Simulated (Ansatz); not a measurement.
CH₅O₃Sc (`C[O][Sc]([OH])[OH]`), 10 atoms. Total charge 0; spin multiplicity 1. Correlated methods include outer-core shells of Sc, which these sets cover unevenly. Scalar relativity is left out up to krypton. All runs use 4 threads of an Arm Neoverse V1 on a shared host. Correlated methods freeze the cores.

Problem. How many basis functions does each run have, and how long does it take in Ansatz? RKS PBE0-D4/def2-SVP energy; RKS ωB97M-V/def2-SVP energy; RHF-MP2/def2-QZVPP energy; RHF-CCSD(T)/def2-SVP energy; RKS PBE0-D4/def2-TZVP frequencies; RKS CAM-B3LYP-D4/def2-TZVPP energy; RHF-CCSD(T)/def2-TZVPP energy; RKS r2SCAN-D4/def2-TZVPP energy and forces; RKS PBE-QIDH (frozen core)/def2-TZVPP energy; RKS ωB97M-V/def2-QZVPP energy; RKS LC-ωPBE/def2-TZVPP energy; direct RPA on PBE orbitals/def2-TZVPP energy. (Estimate.)

Solution. Computed: Other jobs shared the machine, so times are rough.

| level | job | functions | wall time | peak host memory (GiB) |
| --- | --- | --- | --- | --- |
| RKS PBE0-D4/def2-SVP | energy | 112 | 1.4 s | 0.45 |
| RKS LC-ωPBE/def2-TZVPP | energy | 258 | 2.8 s | 0.47 |
| RKS CAM-B3LYP-D4/def2-TZVPP | energy | 258 | 3.9 s | 0.74 |
| RKS r2SCAN-D4/def2-TZVPP | energy and forces | 258 | 5.5 s | 0.36 |
| RKS ωB97M-V/def2-SVP | energy | 112 | 5.5 s | 0.45 |
| direct RPA on PBE orbitals/def2-TZVPP | energy | 258 | 6.5 s | 0.67 |
| RKS PBE-QIDH (frozen core)/def2-TZVPP | energy | 258 | 6.5 s | 0.69 |
| RHF-CCSD(T)/def2-SVP | energy | 112 | 9.5 s | 0.64 |
| RHF-MP2/def2-QZVPP | energy | 471 | 20 s | 2.6 |
| RKS ωB97M-V/def2-QZVPP | energy | 471 | 20 s | 1.9 |
| RKS PBE0-D4/def2-TZVP | frequencies | 199 | 2.5 min | 0.52 |
| RHF-CCSD(T)/def2-TZVPP | energy | 258 | 4.7 min | 6.6 |

LC-ωPBE has ω = 0.4 bohr⁻¹.
